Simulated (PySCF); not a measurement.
## Radial density of B⁻ (boron, charge -1)

UHF, [He] 2s2 2p2, high-spin 3P determinant. All numbers are calculated (PySCF 2.14, the non-relativistic Hamiltonian (point nucleus), in dyall-acv3z (15s9p4d2f, 76 functions)).

```csv
r (bohr),4πr²ρ (e/bohr),4πr²(ρα − ρβ)
0.00429,0.01583,0.0000
0.00721,0.04352,0.0000
0.0121,0.1172,-0.0001
0.0204,0.3054,-0.0002
0.0343,0.7524,-0.0005
0.0577,1.689,-0.0010
0.0971,3.246,-0.0014
0.163,4.831,0.0014
0.275,4.730,0.0195
0.462,2.403,0.0873
0.777,0.9271,0.2642
1.31,1.421,0.5185
2.20,1.303,0.5567
3.70,0.4850,0.2986
6.22,0.08984,0.0788
10.5,0.009039,0.0089
17.6,0.0001734,0.0002
```
